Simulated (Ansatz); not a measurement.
C2H10GeSi, SMILES `[SiH3]C[CH2][GeH3]` at its PBE0-D4/def2-TZVP geometry, where that method's forces vanish. Charge 0, multiplicity 1.

```xyz
14

Si   -2.2312   -0.5325   -0.2882
C    -0.3633   -0.6736   -0.1387
C     0.3091    0.6734    0.1298
Ge    2.2599    0.5347    0.2934
H    -2.5834    0.3901   -1.4024
H    -2.8564   -1.8577   -0.5515
H    -2.8008    0.0211    0.9711
H     0.0229   -1.1227   -1.0606
H    -0.1354   -1.3871    0.6611
H    -0.0724    1.1221    1.0518
H     0.0903    1.3844   -0.6724
H     2.8467   -0.0466   -1.0069
H     2.6138   -0.4149    1.4537
H     2.9003    1.9094    0.5598
```

(1) What forces (eV/Å) does PBE-D4/def2-TZVPP give on these atoms in the Gaussian-basis code of Ansatz? (Best estimate.)

Results:

(1) The calculation gave: 
```
Si1 -0.047 -0.012 -0.006
C2  -0.014  0.013  0.001
C3  -0.044 -0.015 -0.006
Ge4  0.097  0.015  0.011
H5  -0.039  0.094 -0.110
H6  -0.071 -0.132 -0.027
H7  -0.060  0.058  0.124
H8   0.073 -0.095 -0.172
H9   0.043 -0.144  0.147
H10 -0.064  0.093  0.176
H11 -0.034  0.142 -0.149
H12  0.056 -0.057 -0.121
H13  0.034 -0.092  0.107
H14  0.068  0.131  0.026
```
